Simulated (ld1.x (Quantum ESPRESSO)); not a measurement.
## B: excitation energies, all-electron against ultrasoft

```
Element                 : boron (B)
Generator               : ld1.x (Quantum ESPRESSO) 7.5
Type                    : ultrasoft
Functional              : BLYP
Relativity              : scalar-relativistic
Frozen core             : [He]
Valence charge          : 3
Reference configuration : 2s2 2p1
Partial waves           : 2s (bound): rcut 1.15, rcutus 1.35 bohr; 2s channel at -0.15 Ry: rcut 1.15, rcutus 1.35 bohr; 2p (bound): rcut 2.00, rcutus 2.55 bohr; 2p channel at 0.85 Ry: rcut 2.00, rcutus 2.55 bohr
Local potential         : all-electron potential smoothed inside 1.35 bohr (lloc = -2)
Core correction         : Bessel-smoothed model core, default radius (core density twice the valence density)
Augmentation charge     : PSQ, inside the norm-conserving radii
```

Energies are relative to the spin-unpolarised reference configuration 2s2 2p1; without spin polarisation the order of configurations can differ from experiment.

**Question.** Give the all-electron excitation energy and the error of the potential for: 2s2 2p0; 2s1 2p0; 2s2 2p0.5; 2s1 2p2; 2s0 2p3; 2s2 2p1.3; 2s1 2p1.

**Answer.**

```csv
valence configuration,charge,ΔE all-electron (eV),error AE − PS (meV)
2s2 2p0,+1,8.173,+9.6
2s1 2p0,+2,33.523,+39
2s2 2p0.5,+0.5,2.857,+2.2
2s1 2p2,0,5.783,+1.7
2s0 2p3,0,11.598,+8.2
2s2 2p1.3,-0.3,-0.717,+0.4
2s1 2p1,+1,14.225,+9.5
```

Levels in the configuration 2s1 2p0:

```csv
level,all-electron (eV),pseudo (eV)
2s,-31.460,-31.411
```
